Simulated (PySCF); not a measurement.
**Working out the ionisation energy of C⁺**

C⁺ [He] 2s2 2p1 (2P) → C²⁺ [He] 2s2 (1S). All numbers are calculated (PySCF 2.14, scalar relativity by spin-free X2C-1e, in x2c-TZVPPall (5s3p2d1f, 31 functions)). Frozen: nothing. Energies in hartree (1 hartree = 27.21139 eV):

| part | C⁺ (lower) | C²⁺ (upper) |
| --- | --- | --- |
| UHF | -37.310662 | -36.422566 |
| MP2 opposite-spin | -0.061767 | -0.057491 |
| MP2 same-spin | -0.003977 | -0.000315 |

Task: What does Hartree-Fock give?

Result: (-36.422566) − (-37.310662) = 0.888096 hartree = 24.166 eV.

Task: What do MP2 and SCS-MP2 (6/5 opposite-spin, 1/3 same-spin) give?

Result: The opposite-spin parts differ by 0.116 eV and the same-spin parts by 0.100 eV. MP2: 24.166 + (0.116) + (0.100) = 24.382 eV. SCS-MP2: 24.166 + 1.2 × (0.116) + (0.100)/3 = 24.339 eV.

Measured between the centres of the two terms (NIST): 24.378 eV, so MP2 (valence and next inner shell) is off by 0.004 eV.

What remains against the reference includes basis incompleteness and correlation beyond second order.
